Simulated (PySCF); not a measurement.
# Radial density of Kr²⁺ (krypton, charge +2)

MN15, [Ar] 3d10 4s2 4p4, high-spin 3P determinant. Calculation: PySCF 2.14, in aug-cc-pVDZ-DK (6s5p3d, 36 functions); the spin-free X2C one-electron Hamiltonian (Gaussian nucleus).

```json
{"r (bohr)": "0.000923", "4πr²ρ (e/bohr)": "0.6065", "4πr²(ρα − ρβ)": "0.0000"}
{"r (bohr)": "0.00155", "4πr²ρ (e/bohr)": "1.441", "4πr²(ρα − ρβ)": "0.0000"}
{"r (bohr)": "0.00261", "4πr²ρ (e/bohr)": "3.370", "4πr²(ρα − ρβ)": "0.0000"}
{"r (bohr)": "0.00439", "4πr²ρ (e/bohr)": "7.585", "4πr²(ρα − ρβ)": "0.0000"}
{"r (bohr)": "0.00739", "4πr²ρ (e/bohr)": "15.80", "4πr²(ρα − ρβ)": "0.0001"}
{"r (bohr)": "0.0124", "4πr²ρ (e/bohr)": "28.78", "4πr²(ρα − ρβ)": "0.0010"}
{"r (bohr)": "0.0209", "4πr²ρ (e/bohr)": "41.94", "4πr²(ρα − ρβ)": "0.0059"}
{"r (bohr)": "0.0352", "4πr²ρ (e/bohr)": "43.54", "4πr²(ρα − ρβ)": "0.0270"}
{"r (bohr)": "0.0591", "4πr²ρ (e/bohr)": "36.65", "4πr²(ρα − ρβ)": "0.0846"}
{"r (bohr)": "0.0995", "4πr²ρ (e/bohr)": "48.24", "4πr²(ρα − ρβ)": "0.1283"}
{"r (bohr)": "0.167", "4πr²ρ (e/bohr)": "47.57", "4πr²(ρα − ρβ)": "0.0135"}
{"r (bohr)": "0.281", "4πr²ρ (e/bohr)": "29.59", "4πr²(ρα − ρβ)": "0.1432"}
{"r (bohr)": "0.473", "4πr²ρ (e/bohr)": "36.54", "4πr²(ρα − ρβ)": "0.2528"}
{"r (bohr)": "0.796", "4πr²ρ (e/bohr)": "13.12", "4πr²(ρα − ρβ)": "0.1358"}
{"r (bohr)": "1.34", "4πr²ρ (e/bohr)": "5.351", "4πr²(ρα − ρβ)": "1.4136"}
{"r (bohr)": "2.25", "4πr²ρ (e/bohr)": "1.824", "4πr²(ρα − ρβ)": "0.6723"}
{"r (bohr)": "3.79", "4πr²ρ (e/bohr)": "0.09083", "4πr²(ρα − ρβ)": "0.0370"}
{"r (bohr)": "6.37", "4πr²ρ (e/bohr)": "7.861e-05", "4πr²(ρα − ρβ)": "0.0000"}
```

Densities and radii are taken from the X2C orbitals without a picture-change correction, which distorts them close to the nucleus.
